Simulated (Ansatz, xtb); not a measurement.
## CH9OPSi3: 3 structures ranked

3 gas-phase structures of CH9OPSi3, from a drawn sample of its isomers (lower ones may exist). Each was relaxed with GFN2-xTB; where two conformers were screened, the lower at r2SCAN-D4/def2-SVP is listed:

A. `O=C[SiH2]P([SiH3])[SiH3]`, a singlet
B. `P[Si@H]1[SiH2]CO[SiH2]1`, a singlet
C. `[SiH3][C@@H]1O[SiH2]P[SiH2]1`, a singlet

Question: Which do you expect lowest at r2SCAN-D4/def2-SVP, and how would the others follow?

Answer: Calculated order at r2SCAN-D4/def2-SVP: C (0.0), B (6.5), A (24.7) kcal/mol.

Energies above the lowest of each column, in kcal/mol; the last columns are at B3LYP/def2-SVP geometries:

| structure | GFN2-xTB | HF/STO-3G | r2SCAN-D4/def2-SVP | B3LYP/def2-SVP | CCSD(T)/def2-SVP + ΔMP2/def2-TZVPP |
| --- | --- | --- | --- | --- | --- |
| C | 0.0 | 0.0 | 0.0 | 0.0 | 0.0 |
| B | 20.5 | 5.2 | 6.5 | 5.2 | 8.0 |
| A | 45.6 | 35.9 | 24.7 | 26.1 | 31.4 |

Every level run on C puts it lowest or level with the lowest. Flexible structures stand in one conformer each, not always the lowest. C keeps a small imaginary mode. The ΔMP2 step shifts differences by up to 6.8 kcal/mol, which makes them less sure. ΔMP2 is the change of the MP2 energy from the smaller to the larger basis.

Programs: Ansatz 0.2.0, xtb 6.7.1.
